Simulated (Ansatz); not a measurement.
Geometry optimisation, Ansatz, RKS PBE/def2-SVP.

Input:

```yaml
crystal:
  periodic: [false, false, false]
  atoms:
    - { symbol: C, position_ang: [-1.4448, 0.9988, 0.8346] }
    - { symbol: C, position_ang: [-0.3441, 0.6214, -0.0854] }
    - { symbol: C, position_ang: [0.2557, -0.6875, 0.3812] }
    - { symbol: B, position_ang: [1.5773, -1.1446, -0.5365] }
    - { symbol: O, position_ang: [2.34579, -2.30126, -0.13806] }
    - { symbol: H, position_ang: [-2.2867, 0.2818, 0.8223] }
    - { symbol: H, position_ang: [-1.9031, 1.9978, 0.4573] }
    - { symbol: H, position_ang: [-1.0919, 1.2162, 1.8546] }
    - { symbol: H, position_ang: [0.4288, 1.4486, -0.0432] }
    - { symbol: H, position_ang: [-0.7259, 0.5031, -1.0964] }
    - { symbol: H, position_ang: [0.6615, -0.5651, 1.4516] }
    - { symbol: H, position_ang: [-0.4579, -1.486, 0.4103] }
    - { symbol: H, position_ang: [1.89689, -0.43197, -1.3245] }
    - { symbol: H, position_ang: [2.97797, -1.9843, 0.52996] }
basis:
  gaussian: { orbitals: def2-SVP }
hamiltonian:
  xc: pbe
relax:
  f_tol: 0.015
  max_steps: 40
output:
  orbitals: {}
```

Launched with:

```bash
$ ansatz run input.yaml --threads 2 --pin off --max-ram 3072MiB --backend cpu --events-out ev --progress --plain --runs-dir out
```

Problem. Where does it end, and by what steps?

Solution. The forces met the threshold. After 17 steps the energy has fallen by 1.355 eV; H14 moved furthest, 1.29 Å.

| step | energy less start (eV) | largest force component (eV/Å) | accepted |
| --- | --- | --- | --- |
| 0 | 0.0000 | 4.497 | yes |
| 1 | -0.4311 | 1.905 | yes |
| 2 | -0.5809 | 1.655 | yes |
| 3 | -0.7900 | 0.907 | yes |
| 4 | -1.0247 | 1.196 | yes |
| 5 | -1.2297 | 0.577 | yes |
| 6 | -1.3089 | 0.335 | yes |
| 7 | -1.3383 | 0.090 | yes |
| 8 | -1.3422 | 0.191 | yes |
| 9 | -1.3396 | 0.610 | no |
| 10 | -1.3463 | 0.156 | yes |
| 11 | -1.3490 | 0.316 | yes |
| 12 | -1.3510 | 0.130 | yes |
| 13 | -1.3528 | 0.135 | yes |
| 14 | -1.3538 | 0.083 | yes |
| 15 | -1.3547 | 0.107 | yes |
| 16 | -1.3548 | 0.072 | yes |
| 17 | -1.3552 | 0.009 | yes |

```xyz
14
Properties=species:S:1:pos:R:3
C -1.586 1.052 0.738
C -0.366 0.590 -0.063
C 0.382 -0.595 0.573
B 1.716 -1.026 -0.142
O 2.031 -2.352 -0.222
H -2.326 0.233 0.856
H -2.104 1.902 0.248
H -1.296 1.380 1.759
H 0.338 1.442 -0.195
H -0.687 0.314 -1.092
H 0.691 -0.307 1.609
H -0.293 -1.469 0.705
H 2.496 -0.198 -0.606
H 2.893 -2.500 -0.651
```

Time of the run: 43 s on 2 threads of Arm Neoverse V1 (shared host), peak memory 0.14 GiB.
